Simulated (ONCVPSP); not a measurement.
## Bi: excitation energies, all-electron against ONCV

ONCVPSP 4.0.1 input, shortened (lines: element, Z, core and valence counts, functional; n l f; lmax; l rc ep ncon nbas qcut; lloc lpopt rc5 dvloc0; l nproj debl; icmod fcfact rcfact), BLYP, scalar-relativistic:

```
  Bi 83.00   10    5  -106131      upf
    1    0    2.00
    2    0    2.00
    2    1    6.00
    3    0    2.00
    3    1    6.00
    3    2   10.00
    4    0    2.00
    4    1    6.00
    4    2   10.00
    4    3   14.00
    5    0    2.00
    5    1    6.00
    5    2   10.00
    6    0    2.00
    6    1    3.00
    2
    0    1.30    0.00    5    8    8.30
    1    1.85    0.00    4    7    7.30
    2    1.25    0.00    4    9    8.80
    4    5    1.05    4.00
    0    2    3.20
    1    2    3.50
    2    2    3.10
    0    0.00    0.00
```

Energies are relative to the spin-unpolarised reference configuration 5s2 5p6 5d10 6s2 6p3; without spin polarisation the order of configurations can differ from experiment.

| valence configuration | charge | ΔE all-electron (eV) | error AE − PS (meV) |
| --- | --- | --- | --- |
| 5s2 5p6 5d10 6s2 6p2 | +1 | 7.822 | -3.7 |
| 5s2 5p6 5d10 6s2 6p0 | +3 | 46.461 | -25 |
| 5s2 5p6 5d10 6s1 6p3 | +1 | 18.633 | -4.9 |

**Question.** What are ΔE and the potential's error for 5s2 5p6 5d10 6s2 6p1?

**Answer.** ΔE = 23.044 eV all-electron; the error (AE − PS) is -11 meV.
